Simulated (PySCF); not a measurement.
AlAs₂FH₄.

```xyz
8

Al     0.5869    -0.0964     0.3049
As    -1.2772    -1.3767     1.1058
H     -0.4611    -2.6552     1.0011
H     -1.8204    -1.4980    -0.3102
As     0.5447     1.4998    -1.4857
H      1.1765     2.5480    -0.5835
H     -0.8745     1.9038    -1.1153
F      2.0581    -0.3452     1.0646
```
Charge 0, spin multiplicity 1.

The structure is a stationary point at ωB97X-D3(BJ)/def2-SVP. The structure was generated by enumeration; whether it is a known compound was not checked.

These are KT2/pcSseg-1 (PySCF) values and carry that method's errors. Non-relativistic, no solvent.

Computed absolute GIAO shielding of each atom: isotropic value and principal components (ppm):
```tsv
atom	σ(iso)	σ11	σ22	σ33	span
Al1	310.8	162.8	324.5	445.1	282.3
As2	1973.8	1809.5	2025.6	2086.2	276.7
H3	29.5	22.7	23.9	41.8	19.1
H4	30.0	22.8	25.8	41.3	18.5
As5	1973.7	1811.9	2026.6	2082.5	270.6
H6	29.5	22.7	23.9	41.7	19.0
H7	30.0	22.8	25.8	41.3	18.5
F8	230.5	85.5	272.9	333.1	247.6
```
